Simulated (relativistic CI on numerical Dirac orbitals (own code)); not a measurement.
Hyperfine structure of Cd XXXVIII, mass number 113

Calculated at this level of theory: Dirac-Coulomb-Breit CI, KLI orbitals optimised for each configuration, a model potential for QED, unscaled Slater integrals (own radial code, finite nucleus).

Configuration list (outside the closed core [Ne]): 3s, 3p, 3d, 4s, 4p, 4d, 4f, 5s, 5p, 5d, 5f, 5g, 6s, 6p, 6d. Levels of other configurations are missing.

Nuclear spin I = 1/2, μ = -0.6213 μN (tables of Stone and Pyykkö). The electronic factors are computed for point nuclear moments, without core polarisation or the Bohr-Weisskopf and QED corrections.

```json
{"Level": "3s 2S_1/2", "E (10³ cm⁻¹)": "0.0", "A (GHz)": "-1229"}
{"Level": "3p 2P°_1/2", "E (10³ cm⁻¹)": "684.3", "A (GHz)": "-382.2"}
{"Level": "3p 2P°_3/2", "E (10³ cm⁻¹)": "1086.5", "A (GHz)": "-61.8"}
{"Level": "3d 2D_3/2", "E (10³ cm⁻¹)": "1968.5", "A (GHz)": "-31.65"}
{"Level": "3d 2D_5/2", "E (10³ cm⁻¹)": "2055.5", "A (GHz)": "-13.17"}
{"Level": "4s 2S_1/2", "E (10³ cm⁻¹)": "9208.2", "A (GHz)": "-499.8"}
{"Level": "4p 2P°_1/2", "E (10³ cm⁻¹)": "9490.3", "A (GHz)": "-157.3"}
{"Level": "4p 2P°_3/2", "E (10³ cm⁻¹)": "9653.2", "A (GHz)": "-25.6"}
```

Levels with J = 0, under 50 % of one LS term, or S terms without an open s electron are left out. Small factors come from cancelling terms and can be off by tens of per cent or more.

At this charge energies of transitions that change n are usually good to better than 1 %, and those within a shell (Δn = 0) to a few per cent.

(1) Give the hyperfine levels of 3s 2S_1/2 relative to its centre of gravity.

## Answers

(1) With K = F(F + 1) − I(I + 1) − J(J + 1), E = AK/2: F = 0: 921.4, F = 1: -307.1 GHz.
